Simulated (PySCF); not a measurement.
**From computed data to an observable: refractive index and permittivity of the vapour**

propa-1,2-dienylcyclopropane (C6H8), SMILES C(=C=C)C1CC1.

Geometry optimised at PBE0-D3(BJ)/def2-SVP. The values are those of a single conformer.

PBE/def2-TZVP (PySCF) gives a mean static polarisability of 77.3 bohr³ and a dipole moment of 0.63 D. Take an ideal gas at 298.15 K and 1 bar, whether or not the substance is that volatile.

**Question.** Work out n − 1 in the optical limit and the static ε − 1.

**Answer.** 
Polarisability volume α' = 77.3 × 0.148185 = 11.45 Å³. Number density N = p/kT = 2.43e-5 Å⁻³.
Dilute limit of Lorentz–Lorenz: n − 1 = 2π N α' = 0.0017.
Orientation term of Debye: μ²/(3kT) = 8.098 Å³ × μ²(D²) = 3.21 Å³.
ε − 1 = 4π N (α' + μ²/3kT) = 0.0045. Orientation of the dipole supplies 22 % of the static response; it can't follow optical fields. Vibrational polarisation and dispersion are left out.
